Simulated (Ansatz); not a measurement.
W2Cl⁺, relaxed as a singlet with RKS PBE0-D4/def2-TZVP in Ansatz, starting from packed atoms. Force threshold 0.02 eV/Å.

In the def2 sets W takes a core potential; there is no spin–orbit coupling. The restricted singlet is unstable: a solution with broken spin symmetry lies lower. At PBE0-D4/def2-TZVP a triplet of charge 1 lies 1.00 eV below the restricted singlet, each at its own geometry. The structure comes from a short search, and lower isomers may exist.

Start:

```
atom   x (Å)   y (Å)   z (Å)
  W1  -0.308  -0.034  -0.225
  W2  -0.626  -1.242   2.707
 Cl3   0.935   1.276  -2.483
```

```tsv
step	energy (eV)	largest force component (eV/Å)	SCF passes
1	-16150.2882	3.340	414
2	-16151.7619	4.252	293
3	-16153.4132	4.362	47
4	-16154.8413	3.447	44
5	-16157.2455	3.649	66
6 (rejected)	-16157.0624	3.683	56
7	-16157.5671	0.951	47
8	-16157.7859	1.023	42
9	-16158.1668	1.208	46
10	-16158.6153	1.856	44
11	-16158.9385	1.565	44
12	-16159.0520	0.391	40
13	-16159.0563	0.059	33
14	-16159.0566	0.019	34
```

Force components are those of the run's own axes.

End:

```csv
atom,x (Å),y (Å),z (Å)
W1,-0.860,-0.216,-0.298
W2,-0.005,-0.585,1.571
Cl3,0.865,0.801,-1.273
```

By distances, no bond broke or formed. The bond that changes most is W1–Cl3, from 2.89 to 2.23 Å (atoms count from 1). A close non-bonded pair moves further: W1–W2, from 3.19 to 2.09 Å.

No frequencies were taken in this run, so the end may be a saddle point.

It took 49 s on 4 threads of Arm Neoverse V1 on a shared host.
